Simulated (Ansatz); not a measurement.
Relaxation of ClF6W (8 atoms, charge 0, multiplicity 2), to a largest force component of 0.03 eV/Å in at most 50 steps.

Computed with UKS PBE/def2-SVP in Ansatz 0.2.0.

```xyz
8
Properties=species:S:1:pos:R:3:forces:R:3
W 0.000 0.000 -0.046 0.00 0.00 -0.41
F 0.000 0.000 1.813 0.00 0.00 0.22
F 1.860 0.000 -0.057 0.03 0.00 0.04
F 0.000 1.860 -0.057 0.00 0.03 0.04
F -1.860 0.000 -0.057 -0.03 0.00 0.04
F 0.000 -1.860 -0.057 0.00 -0.03 0.04
F 0.000 0.000 -1.905 0.00 0.00 -0.04
Cl 0.000 0.000 4.515 0.00 0.00 0.06
```

Where does it end, and by what steps?

The forces met the threshold. After 3 steps the energy has fallen by 0.005 eV; Cl8 moved furthest, 0.09 Å.

```
step  energy less start (eV)  largest force component (eV/Å)  accepted
   0                  0.0000                           0.411       yes
   1                 -0.0036                           0.107       yes
   2                 -0.0051                           0.043       yes
   3                 -0.0054                           0.009       yes
```

```xyz
8
Properties=species:S:1:pos:R:3
W 0.000 0.000 -0.069
F 0.000 0.000 1.799
F 1.861 0.000 -0.063
F 0.000 1.861 -0.063
F -1.861 0.000 -0.063
F 0.000 -1.861 -0.063
F 0.000 0.000 -1.928
Cl 0.000 0.000 4.602
```

Whether the end is a true minimum wasn't checked by a vibrational analysis.

The run took 58 s on 4 threads of Arm Neoverse V1, on a shared host, peak memory 0.38 GiB.
